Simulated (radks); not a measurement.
Question: The neodymium ion Nd+ is in [Xe] 4f4 6s1. Method: scalar-relativistic Kohn-Sham, LDA (Slater exchange, Perdew-Wang correlation), spin-polarised, spherical densities, finite nucleus; Fermi nuclear charge, rms radius of each element as measured or else 0.836 A^(1/3) + 0.57 fm; computed with a radial shooting solver on a logarithmic mesh with Libxc functionals. Open shells are filled with parallel spins first. One electron is removed from 5s, 6s, 4f, 5p in turn, with full relaxation. Which removal costs least, and what does each cost?

Answer: 6s 11.232 eV; 4f 16.020 eV; 5p 32.429 eV; 5s 51.168 eV. The 6s electron leaves first.
